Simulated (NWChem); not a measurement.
**Basis-set dependence for Ge (+1)**

```
Ge
```
Charge +1, spin multiplicity 2.

The numbers come from NWChem runs, not from measurements.

Hartree-Fock energies in Ha, correlation energies in mHa.

The Hamiltonian is non-relativistic. The correlated methods keep 9 core orbitals frozen. The Pople sets run with spherical d functions. The stability of the SCF solutions was not checked. Open-shell Hartree-Fock references start from PBE0 orbitals. Coupled-cluster values serve here as a point of comparison, not as the truth.

```tsv
basis	functions	UHF	UMP2	SCS-UMP2	CCSD on ROHF	CCSD[T] on ROHF	CCSD(T) on ROHF	CCSD on UHF	CCSD[T] on UHF	CCSD(T) on UHF
def2-SVP	32	-2074.78435	-160.0	-149.8	-169.2	-173.9	-173.3	-165.6	-170.3	-169.7
6-311G**	44	-2075.00528	-179.7	-167.1	-188.0	-193.2	-192.6	-184.3	-189.5	-188.8
def2-TZVP	48	-2075.04761	-166.0	-156.1	-176.5	-182.6	-181.9	-172.8	-178.8	-178.1
def2-QZVP	75	-2075.08976	-217.7	-203.0	-221.9	-229.3	-228.5	-218.1	-225.4	-224.5
```

From def2-TZVP to def2-QZVP the Hartree-Fock energy moves by -42.2 mHa and the UMP2 correlation energy by -51.7 mHa, which is 24 % of its value in the larger set.
